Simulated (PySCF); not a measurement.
**Atomic charges by several schemes**

Compound: C9H11N.
Atom-mapped SMILES: `[CH3:1][NH:2][C@:3]12[CH:4]=[CH:5][C@H:6]([CH:7]=[CH:8]1)[CH:9]=[CH:10]2` (hydrogens: H11, H12, H13 on C1; H14 on N2; H15 on C4; H16 on C5; H17 on C6; H18 on C7; H19 on C8; H20 on C9; H21 on C10)

Geometry (GFN2-xTB, Å), atoms numbered from 1 in this order:
```xyz
21
C9H11N angstrom
C      2.6832    0.2515   -0.5561
N      1.4209    0.8313   -0.9678
C      0.2404    0.3069   -0.3207
C     -0.0433   -1.1436   -0.6789
C     -1.1538   -1.6232   -0.1481
C     -1.9117   -0.6186    0.6956
C     -2.1310    0.5715   -0.2168
C     -1.0178    1.0485   -0.7449
C     -0.9136   -0.1384    1.7290
C      0.1992    0.3449    1.2080
H      3.4667    0.6469   -1.2020
H      2.9589    0.4591    0.4880
H      2.6435   -0.8286   -0.6850
H      1.4524    1.8393   -0.8495
H      0.6302   -1.6674   -1.3301
H     -1.5351   -2.6201   -0.2738
H     -2.8293   -1.0131    1.1264
H     -3.1231    0.9497   -0.3824
H     -0.9301    1.8763   -1.4241
H     -1.1457   -0.2068    2.7768
H      1.0302    0.7508    1.7560
```

Density: PBE0/pcSseg-1 (PySCF); schemes: Mulliken, IAO, Hirshfeld and ESP-fitted. The structure is a single GFN2-xTB conformer in the gas phase; no vibrational or solvent corrections.

Task: What partial charge does each atom carry?

Result: In e; atoms taken as equivalent share a row and are averaged (×n: the atom named and its like, n in all):

```json
{"atom": "C1", "environment": "N-methyl carbon", "Mulliken": "-0.105", "IAO": "-0.304", "Hirshfeld": "-0.073", "ESP-fitted": "-0.060"}
{"atom": "N2", "environment": "secondary amine nitrogen", "Mulliken": "-0.502", "IAO": "-0.410", "Hirshfeld": "-0.166", "ESP-fitted": "-0.769"}
{"atom": "C3", "environment": "sp3 carbon bound to nitrogen", "Mulliken": "-0.244", "IAO": "+0.103", "Hirshfeld": "+0.058", "ESP-fitted": "+0.605"}
{"atom": "C4/C8/C10", "environment": "alkene CH carbon", "Mulliken": "+0.022", "IAO": "-0.165", "Hirshfeld": "-0.062", "ESP-fitted": "-0.292"}
{"atom": "C5/C7/C9", "environment": "alkene CH carbon", "Mulliken": "-0.011", "IAO": "-0.154", "Hirshfeld": "-0.056", "ESP-fitted": "-0.299"}
{"atom": "C6", "environment": "sp3 carbon at a ring junction", "Mulliken": "-0.273", "IAO": "-0.146", "Hirshfeld": "-0.026", "ESP-fitted": "+0.326"}
{"atom": "H11/H12/H13", "environment": "methyl hydrogen", "Mulliken": "+0.106", "IAO": "+0.133", "Hirshfeld": "+0.039", "ESP-fitted": "+0.070"}
{"atom": "H14", "environment": "N–H hydrogen", "Mulliken": "+0.173", "IAO": "+0.239", "Hirshfeld": "+0.107", "ESP-fitted": "+0.367"}
{"atom": "H15/H19/H21", "environment": "vinylic hydrogen", "Mulliken": "+0.082", "IAO": "+0.154", "Hirshfeld": "+0.048", "ESP-fitted": "+0.187"}
{"atom": "H16/H18/H20", "environment": "vinylic hydrogen", "Mulliken": "+0.090", "IAO": "+0.155", "Hirshfeld": "+0.049", "ESP-fitted": "+0.166"}
{"atom": "H17", "environment": "methine hydrogen", "Mulliken": "+0.086", "IAO": "+0.146", "Hirshfeld": "+0.049", "ESP-fitted": "+0.035"}
```

Mean size of the charges over all atoms: ESP-fitted 0.248 e, IAO 0.173 e, Mulliken 0.110 e, Hirshfeld 0.059 e. Each set sums to the total charge, 0, to within 0.001 e. The IAO scheme projects the occupied orbitals on a minimal set of polarised atomic orbitals and counts the electrons in each atom's part of it.

Some averages cover members that differ in this geometry: H11/H12/H13, ESP-fitted +0.033 to +0.099; C4/C8/C10, ESP-fitted -0.321 to -0.272; C5/C7/C9, ESP-fitted -0.325 to -0.277; H11/H12/H13, IAO +0.107 to +0.149 e.

Lowest charge. All schemes agree: Mulliken N2 (-0.502); IAO N2 (-0.410); Hirshfeld N2 (-0.166); ESP-fitted N2 (-0.769).

Highest charge. The schemes don't all agree: Mulliken H14 (+0.173); IAO H14 (+0.239); Hirshfeld H14 (+0.107); ESP-fitted C3 (+0.605).

Task: Sum the charges by element, for elements with more than one atom.

Result: 
| element | atoms | Mulliken | IAO | Hirshfeld | ESP-fitted |
| --- | --- | --- | --- | --- | --- |
| C | 9 | -0.590 | -1.302 | -0.396 | -0.901 |
| H | 11 | +1.092 | +1.712 | +0.562 | +1.671 |

Task: How closely do the schemes follow one another over all atoms?

Result: Correlation coefficient and root-mean-square difference: IAO with Hirshfeld 0.98, 0.122 e; Hirshfeld with ESP-fitted 0.87, 0.249 e; IAO with ESP-fitted 0.78, 0.198 e; Mulliken with IAO 0.70, 0.136 e; Mulliken with Hirshfeld 0.66, 0.124 e; Mulliken with ESP-fitted 0.33, 0.292 e.

The run behind these numbers computed NMR shieldings as well. Time: 39 s of wall time. Hardware: one thread, x86-64 server, no GPU, on a shared host.
